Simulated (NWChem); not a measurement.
[SiH3][ZnH] (ZnSiH$_{4}$), optimised at PBE-D3(BJ)/def2-SVP with NWChem:

```
Property                           Value
---------------------------------  -----
highest occupied level (eV)        -6.19
orbital gap (eV)                    5.19
dipole (D)                          0.44
highest harmonic frequency (cm⁻¹)   2140
zero-point energy (kcal/mol)        18.2
```

Problem. One Si atom is replaced by C, giving [CH3][ZnH] (CH$_{4}$Zn), optimised at the same level. How do these values move?

Solution. 
| quantity | new value | change |
|---|---|---|
| highest occupied level (eV) | -6.17 | +0.02 |
| orbital gap (eV) | 6.20 | +1.01 |
| dipole (D) | 0.41 | -0.03 |
| highest harmonic frequency (cm⁻¹) | 3069 | +929 |
| zero-point energy (kcal/mol) | 25.1 | +6.9 |
